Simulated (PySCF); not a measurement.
Cartesian coordinates in Å; atom numbers follow the order of the lines, from 1:
```xyz
12

C    -1.6394   -0.2787    0.1747
N    -0.2430    0.0124    0.0039
C     0.8184   -0.8231    0.2508
C     1.9422   -0.1164   -0.0530
N     1.6121    1.1357   -0.4817
C     0.3192    1.1632   -0.4306
F    -0.4522    2.1895   -0.7613
H    -1.9262   -1.1327   -0.4414
H    -1.8530   -0.5088    1.2204
H    -2.2213    0.5905   -0.1270
H     0.6758   -1.8187    0.6150
H     2.9686   -0.4135    0.0042
```

- shielding tensors at PBE0/pcSseg-1 (GIAO)
- coordinates at the GFN2-xTB level
- code: PySCF 2.14.0 with density-fitted response routines
- non-relativistic Hamiltonian, in vacuum, single conformer, equivalent nuclei averaged

Scale: ¹³C, ¹H vs TMS; ¹⁵N against NH3; ¹⁹F vs CFCl3 (reference shieldings calculated alike).

| atoms | nucleus | count | δ (ppm) |
| --- | --- | --- | --- |
| C4 | ¹³C | 1 | 130.1 |
| C1 | ¹³C | 1 | 30.6 |
| N2 | ¹⁵N | 1 | 158.5 |
| C6 | ¹³C | 1 | 157.4 |
| H11 | ¹H | 1 | ? |
| C3 | ¹³C | 1 | ? |
| F7 | ¹⁹F | 1 | -131.5 |
| N5 | ¹⁵N | 1 | ? |
| H12 | ¹H | 1 | 6.95 |
| H8/H9/H10 | ¹H | 3 | 3.63 |

Question: Fill in the missing shifts.

Answer: 
- C3: 118.7 ppm, aromatic CH next to a ring nitrogen
- H11: 6.53 ppm, hydrogen on an aromatic CH next to a ring nitrogen; it sits in the deshielding region of the aromatic ring current
- N5: 258.3 ppm, pyridine-type nitrogen of an azole

Shifts are as computed. Against solution values, carbons near 30 ppm lie about +3 ppm off and those near 130 ppm about +5 ppm. Of 1211 compounds with measured shifts, 218 miss one by over three times the rms of a fit or turn the order of signals round; such compounds aren't used in these exercises. Unscaled 19F shifts against computed CFCl3 carry errors that often reach 10 to 50 ppm. Experimental scales use liquid or dissolved standards, which lie at an offset from isolated NH3 (liquid NH3: subtract about 20 ppm). Unscaled 15N shifts of sp2 nitrogen come out 20 to 40 ppm too high even then.
